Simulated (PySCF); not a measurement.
SMILES C(C)OC[CH2] (C4H9O), doublet, CAM-B3LYP/def2-SVP optimised geometry.

```
14

C     -0.31     0.72     0.00
C      0.20    -0.68     0.00
O     -0.29    -1.49     1.03
C      0.36    -1.40     2.27
C     -0.07    -0.22     3.13
H     -1.31     0.92     0.39
H      0.19     1.49    -0.59
H      1.31    -0.68     0.00
H     -0.09    -1.18    -0.94
H      1.46    -1.37     2.12
H      0.14    -2.34     2.80
H      0.20     0.74     2.67
H      0.41    -0.27     4.12
H     -1.16    -0.24     3.28
```

Density from unrestricted CAM-B3LYP/def2-TZVP (PySCF 2.14.0) at that geometry.

Minimum of the electron density along straight lines between bonded atoms, close to the bond critical point (lines longer than 1.1 times the sum of covalent radii, or with two minima, are not listed):

```json
[
 {"bond": "C1–C2", "length / Å": "1.487", "ρ at the minimum / e bohr⁻³": "0.271", "∇²ρ there / e bohr⁻⁵": "-0.74", "position (fraction from the first atom)": "0.50"},
 {"bond": "C2–O3", "length / Å": "1.403", "ρ at the minimum / e bohr⁻³": "0.271", "∇²ρ there / e bohr⁻⁵": "-0.65", "position (fraction from the first atom)": "0.36"},
 {"bond": "O3–C4", "length / Å": "1.407", "ρ at the minimum / e bohr⁻³": "0.266", "∇²ρ there / e bohr⁻⁵": "-0.61", "position (fraction from the first atom)": "0.64"},
 {"bond": "C4–C5", "length / Å": "1.521", "ρ at the minimum / e bohr⁻³": "0.255", "∇²ρ there / e bohr⁻⁵": "-0.66", "position (fraction from the first atom)": "0.51"},
 {"bond": "C1–H6", "length / Å": "1.092", "ρ at the minimum / e bohr⁻³": "0.278", "∇²ρ there / e bohr⁻⁵": "-0.96", "position (fraction from the first atom)": "0.65"},
 {"bond": "C1–H7", "length / Å": "1.093", "ρ at the minimum / e bohr⁻³": "0.277", "∇²ρ there / e bohr⁻⁵": "-0.95", "position (fraction from the first atom)": "0.65"},
 {"bond": "C2–H8", "length / Å": "1.110", "ρ at the minimum / e bohr⁻³": "0.274", "∇²ρ there / e bohr⁻⁵": "-0.94", "position (fraction from the first atom)": "0.65"},
 {"bond": "C2–H9", "length / Å": "1.110", "ρ at the minimum / e bohr⁻³": "0.274", "∇²ρ there / e bohr⁻⁵": "-0.95", "position (fraction from the first atom)": "0.65"},
 {"bond": "C4–H10", "length / Å": "1.108", "ρ at the minimum / e bohr⁻³": "0.276", "∇²ρ there / e bohr⁻⁵": "-0.95", "position (fraction from the first atom)": "0.64"},
 {"bond": "C4–H11", "length / Å": "1.101", "ρ at the minimum / e bohr⁻³": "0.282", "∇²ρ there / e bohr⁻⁵": "-1.00", "position (fraction from the first atom)": "0.65"},
 {"bond": "C5–H12", "length / Å": "1.100", "ρ at the minimum / e bohr⁻³": "0.274", "∇²ρ there / e bohr⁻⁵": "-0.93", "position (fraction from the first atom)": "0.64"},
 {"bond": "C5–H13", "length / Å": "1.101", "ρ at the minimum / e bohr⁻³": "0.271", "∇²ρ there / e bohr⁻⁵": "-0.91", "position (fraction from the first atom)": "0.64"},
 {"bond": "C5–H14", "length / Å": "1.100", "ρ at the minimum / e bohr⁻³": "0.273", "∇²ρ there / e bohr⁻⁵": "-0.92", "position (fraction from the first atom)": "0.64"}
]
```
